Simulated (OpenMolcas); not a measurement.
Ionisation energies of carbon

| Quantity | Value |
| --- | --- |
| Program | OpenMolcas |
| Basis | ANO-R3 [4s4p2d1f] |
| Scalar Hamiltonian | X2C, finite nucleus |
| Spin-orbit coupling | state interaction with AMFI integrals over the reference wave functions, term energies averaged over their components |

Active shells in each charge state: the valence s, p shells, with orbitals averaged over the low states. Where CASPT2's correlated closed shells are named, they are those of the first ion.

A. CASSCF
B. SS-CASPT2, IPEA 0.25 Eh, imaginary shift 0.1 Eh (closed shells correlated: 1s)
C. SS-CASPT2, IPEA 0 Eh, imaginary shift 0.1 Eh (closed shells correlated: 1s)

Energies in eV between the lowest computed levels (charge -1 gives the electron affinity), named as in B; reference values from the NIST Atomic Spectra Database with their kind.

```json
{"From": "C- 2s² 2p³ ⁴S°_3/2", "To": "C 2s² 2p² ³P₀", "A": "0.001", "B": "0.961", "C": "1.118", "Spin-orbit share in B": "-0.004", "Reference": ""}
{"From": "C 2s² 2p² ³P₀", "To": "C+ 2s² 2p ²P°_1/2", "A": "10.140", "B": "11.012", "C": "11.111", "Spin-orbit share in B": "-0.001", "Reference": "11.260 (measured)"}
{"From": "C+ 2s² 2p ²P°_1/2", "To": "C2+ 2s² ¹S₀", "A": "23.195", "B": "24.083", "C": "24.165", "Spin-orbit share in B": "+0.005", "Reference": "24.383 (measured)"}
{"From": "C2+ 2s² ¹S₀", "To": "C3+ 2s ²S_1/2", "A": "47.777", "B": "47.829", "C": "47.829", "Spin-orbit share in B": "+0.000", "Reference": "47.888 (measured)"}
{"From": "C3+ 2s ²S_1/2", "To": "C4+ 1s² ¹S₀", "A": "64.363", "B": "64.405", "C": "64.406", "Spin-orbit share in B": "+0.000", "Reference": "64.494 (measured)"}
```

Error against the reference values, in %:

```
From  Reference     A     B     C
   C   measured  -9.9  -2.2  -1.3
  C+   measured  -4.9  -1.2  -0.9
 C2+   measured  -0.2  -0.1  -0.1
 C3+   measured  -0.2  -0.1  -0.1
```

Mean absolute error over the 4 measured values: A 0.64 eV, B 0.17 eV, C 0.13 eV. C lies closest.

No diffuse functions were added, so the electron affinity comes out too small, and without dynamic correlation a bound anion can come out unbound.

° marks odd parity.
